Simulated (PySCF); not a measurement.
BF3H3N.

```xyz
8

B      0.0000     0.0000    -0.2227
F      1.1595     0.6694    -0.5466
F     -1.1595     0.6694    -0.5466
F      0.0000    -1.3388    -0.5466
N      0.0000     0.0000     1.4791
H      0.0000     0.9644     1.8395
H     -0.8352    -0.4822     1.8395
H      0.8352    -0.4822     1.8395
```

Coordinates come from a PBE-D3(BJ)/def2-SVP optimisation.

These are KT2/pcSseg-1 (PySCF) values and carry that method's errors. Non-relativistic, no solvent.

Computed absolute GIAO shielding of each atom: isotropic value and principal components (ppm):
```tsv
atom	σ(iso)	σ11	σ22	σ33	span
B1	100.7	86.1	108.0	108.0	21.8
F2	324.3	288.9	311.3	372.6	83.7
F3	324.3	288.9	311.3	372.6	83.7
F4	324.3	288.9	311.3	372.6	83.7
N5	207.5	200.9	200.9	220.6	19.7
H6	28.7	24.0	25.1	37.1	13.1
H7	28.8	24.0	25.1	37.1	13.1
H8	28.8	24.0	25.1	37.1	13.1
```
